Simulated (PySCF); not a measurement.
Si(F)2(Me)(SeH) (CH4F2SeSi), SMILES C[Si](F)(F)[SeH].

Geometry: PBE0-D3(BJ)/def2-SVP. The structure was generated by enumeration, and PubChem lists no compound with its InChIKey, so it may never have been made. One conformer was computed; it need not be the lowest.

Level of theory: PySCF with PBE/def2-TZVP.

Isolated molecule, no solvent.

Computed frontier levels, gap, dipole moment and polarisability:
The highest occupied level is -6.32 eV. The lowest empty level comes out as -1.09 eV and the orbital gap is 5.23 eV. The dipole moment is 2.45 D, the quadrupole, principal values (traceless, Buckingham form, about the centre of nuclear charge) is -5.63, 0.81, 4.81 D·Å and the mean static polarisability is 62.4 bohr³ (9.24 Å³). The polarisability, principal values is 53.2, 57.3, 76.6 bohr³.
